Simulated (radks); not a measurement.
Excited configurations of V XXII: one electron is placed in a higher orbital outside 1s1. The ground configuration is [He]. Calculated with a radial shooting solver on a logarithmic mesh with Libxc functionals: non-relativistic Kohn-Sham, r2SCAN, spin-polarised, spherical densities, point nucleus; open shells are filled with parallel spins first; meta-GGA in the generalised Kohn-Sham scheme. Excitation = E - E(ground); binding = E(ion) - E, where the ion is the core of charge +22; n* = 22/sqrt(2 binding) in atomic units, and the quantum defect is n - n*.

outer orbital  excitation (eV)  binding (eV)     n*  quantum defect  eigenvalue (eV)  <r> (bohr)
2s                      5128.8        1681.8  1.979           0.021          -1651.6      0.2672
2p                      5158.3        1652.3  1.996           0.004          -1613.0      0.2255
3s                      6067.6        743.03  2.977           0.023          -730.21      0.6045
4p                      6397.0        413.57  3.990           0.010          -406.03       1.039
5d                      6548.0        262.62  5.007          -0.007          -257.50       1.570
6f                      6628.2        182.38  6.009          -0.009          -178.52       2.186
7p                      6675.6        135.03  6.983           0.017          -132.72       3.282
7f                      6676.5        134.11  7.007          -0.007          -131.42       3.073

Estimate the row for 4s.

Answer. excitation (eV) 6393.9; binding (eV) 416.72; n* 3.975; quantum defect 0.025; eigenvalue (eV) -409.70; <r> (bohr) 1.078. The Delta-SCF ionisation energy is 6810.6 eV (NIST Atomic Spectra Database: 6851.3 eV, theoretical). Self-interaction in the functional shifts the binding energies and quantum defects, so they are the method's values and not measured ones.
